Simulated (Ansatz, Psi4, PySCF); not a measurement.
isobutene (C4H8), singlet, geometry from GFN2-xTB. Base run: PySCF with BHANDHLYP/6-31G*.

Here is a job for PySCF.
```python
from pyscf import gto, scf, dft

mol = gto.Mole()
mol.atom = '''
    C    -0.00358310   -0.00726810    1.44953113
    C    -0.00031404   -0.00063701    0.12704302
    H    -0.00279626    0.90390212    2.02374365
    H    -0.00718605   -0.92415062    2.01456675
    C     0.00471228    1.26727735   -0.67219236
    H     0.00522655    2.14004904   -0.02485143
    H     0.88583506    1.30548006   -1.31233657
    H    -0.87305594    1.30972549   -1.31666310
    C    -0.00135772   -1.26047284   -0.68488177
    H    -0.00505058   -2.13969210   -0.04633590
    H    -0.87930414   -1.29223249   -1.32972503
    H     0.87958687   -1.29647792   -1.32539850
'''
mol.basis = '6-31g*'
mol.verbose = 4
mol.build()

mf = dft.RKS(mol)
mf.xc = 'bhandhlyp'
mf.kernel()
```

The same geometry, method and basis name were run in Ansatz (a quantum-chemistry and plane-wave program) and Psi4 and PySCF, at each program's defaults and at the settings that a row names. The base is PySCF at its defaults. Differences at the defaults can come from grids, fitting, cores and function types together.

```json
[
 {"code and settings": "PySCF, defaults (exact integrals, its default grid, spherical functions)", "ΔE vs base (mEh)": "0.000", "basis functions": "72", "E (Eh)": "-157.11463", "SCF cycles": "9", "dipole (D)": "0.48"},
 {"code and settings": "Psi4, defaults (density fitting with its default set, its default grid, Cartesian functions)", "ΔE vs base (mEh)": "-1.532", "basis functions": "76", "E (Eh)": "-157.11616", "SCF cycles": "8", "dipole (D)": "0.48"},
 {"code and settings": "Ansatz, defaults (factorised integrals, its default grid, Cartesian functions)", "ΔE vs base (mEh)": "-1.547", "basis functions": "76", "E (Eh)": "-157.11618", "SCF cycles": "-", "dipole (D)": "-"},
 {"code and settings": "PySCF, density fitting with def2-universal-jkfit", "ΔE vs base (mEh)": "-0.036", "basis functions": "72", "E (Eh)": "-157.11467", "SCF cycles": "9", "dipole (D)": "0.48"},
 {"code and settings": "PySCF, fine grid", "ΔE vs base (mEh)": "0.003", "basis functions": "72", "E (Eh)": "-157.11463", "SCF cycles": "9", "dipole (D)": "0.48"},
 {"code and settings": "Psi4, exact integrals, spherical functions, fine grid", "ΔE vs base (mEh)": "0.003", "basis functions": "72", "E (Eh)": "-157.11463", "SCF cycles": "11", "dipole (D)": "0.48"},
 {"code and settings": "Ansatz, high accuracy, Cartesian functions as the basis file defines them", "ΔE vs base (mEh)": "-1.546", "basis functions": "76", "E (Eh)": "-157.11618", "SCF cycles": "-", "dipole (D)": "-"}
]
```
